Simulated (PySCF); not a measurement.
1,2,4-triazole (C2H3N3), SMILES c1nc[nH]n1.

Coordinates come from a TPSSh-D3(BJ)/def2-SVP optimisation.

Two levels are set side by side: TDDFT-PBE/def2-SVPD (PySCF) and TDDFT-CAM-B3LYP/def2-SVPD (PySCF). Vertical, same geometry. The lowest singlet is HOMO→LUMO 99 % with PBE and HOMO−1→LUMO 98 % with the other functional; states are paired by order. Differences are taken from unrounded values.

```tsv
quantity	TDDFT-CAM-B3LYP
lowest singlet excitation (eV)	6.46
lowest triplet excitation (TDA) (eV)	4.77
first bright state (f over 0.05) (eV)	7.17
its oscillator strength	0.10
```

Problem. What does TDDFT-PBE give, and how far is it from TDDFT-CAM-B3LYP? (The exact figures need the calculation; the answer reports its results.)

Solution. 
| quantity | TDDFT-PBE | TDDFT-PBE minus TDDFT-CAM-B3LYP |
|---|---|---|
| lowest singlet excitation (eV) | 5.58 | -0.88 |
| lowest triplet excitation (TDA) (eV) | 4.89 | 0.12 |
| first bright state (f over 0.05) (eV) | 6.82 | -0.35 |
| its oscillator strength | 0.06 | -0.04 |

Functionals without exact exchange tend to place singlet excitations lower, as here. Differences between two approximate levels are no errors against the true value.

Rough cost on one machine, each run with all the roots and properties that it gave: TDDFT-CAM-B3LYP against TDDFT-PBE about 5 times.
